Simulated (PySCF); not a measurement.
```xyz
4
charge 0 multiplicity 1, angstrom
Bi    0.0000    0.0169    0.0000
H    -0.0001   -1.1697    1.3735
H     1.1895   -1.1697   -0.6867
H    -1.1894   -1.1697   -0.6868
```

Method: PBE0 in PySCF with Bi x2c-TZVPall, H x2c-TZVPall; spin-free X2C, no spin–orbit coupling; density-fitted integrals.

This geometry of BiH₃ is a stationary point at this level.

(1) What is the point group?

(2) Is it a minimum?

(3) List the harmonic modes with their infrared intensities.

Results:

(1) C3v.

(2) Yes: all harmonic wavenumbers are real.

(3) 
| symmetry | ω (cm⁻¹) | IR (km/mol, summed over degenerate members) |
| --- | --- | --- |
| a1 | 772 | 32.0 |
| e | 806 | 19.0 |
| e | 1737 | 443 |
| a1 | 1758 | 178 |

With an element this heavy the missing spin–orbit coupling can shift these numbers.
